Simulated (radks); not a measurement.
Values are calculated unless marked as measured or tabulated.
Species: the tellurium ion Te2+. Configuration: [Kr] 4d10 5s2 5p1 7f1 (not the ground configuration).

Level of theory: Dirac Kohn-Sham, PBE, spin-unpolarised, spherical densities, finite nucleus; open shells are shared between the two j in proportion to 2j + 1; Fermi nuclear charge, rms radius 4.7423 fm (a radial shooting solver on a logarithmic mesh with Libxc functionals).

Energy parts (eV):
part                       energy
total                 -184893.263
kinetic                195527.300
electron-nucleus      -447748.707
Hartree                 72095.727
exchange-correlation    -4767.584

Orbitals (lengths in bohr, moments of r in powers of bohr):
orbital      occ.  eigenvalue (eV)      <r^4>     <r^2>    <1/r>  small-component weight
1s1/2           2        -31633.70  2.872e-06  0.001048    55.57                3.66e-02
2s1/2           2        -4873.962  0.0004916   0.01688    12.94                7.80e-03
2p1/2           2        -4568.492  0.0003149   0.01250    12.93                7.83e-03
2p3/2           4        -4293.995  0.0003752   0.01379    11.96                7.45e-03
3s1/2           2        -993.0041    0.02141    0.1185    4.603                2.29e-03
3p1/2           2        -867.3785    0.02054    0.1133    4.513                2.24e-03
3p3/2           4        -816.2126    0.02352    0.1215    4.275                2.13e-03
3d3/2           4        -594.6031    0.01946    0.1029    4.127                2.01e-03
3d5/2           6        -583.9036    0.02031    0.1053    4.066                1.98e-03
4s1/2           2        -192.7637     0.6443    0.6605    1.835                6.43e-04
4p1/2           2        -149.5722     0.8184    0.7317    1.723                5.82e-04
4p3/2           4        -139.8477     0.9415    0.7844    1.647                5.49e-04
4d3/2           4         -70.8576      1.991     1.076    1.387                4.09e-04
4d5/2           6         -69.3772      2.092     1.102    1.368                4.00e-04
5s1/2           2         -40.4828      25.24     4.153   0.6780                1.21e-04
5p1/2    0.333333         -30.2970      43.56     5.403   0.5894                9.43e-05
5p3/2    0.666667         -29.0866      49.31     5.757   0.5682                8.91e-05
7f5/2    0.428571          -2.6808     180200     367.1  0.09608                8.41e-06
7f7/2    0.571429          -2.6779     180500     367.1  0.09616                8.40e-06

The highest occupied level is 7f7/2 at -2.678 eV. The density falls to 0.001 e/bohr^3 at r = 3.63 bohr. The electron density at the nucleus is 2.28e+05 e/bohr^3. Summed over all electrons, <r^2> = 399.9 bohr^2, which gives a Langevin (diamagnetic) susceptibility term of -317 x 10^-6 cm^3/mol.
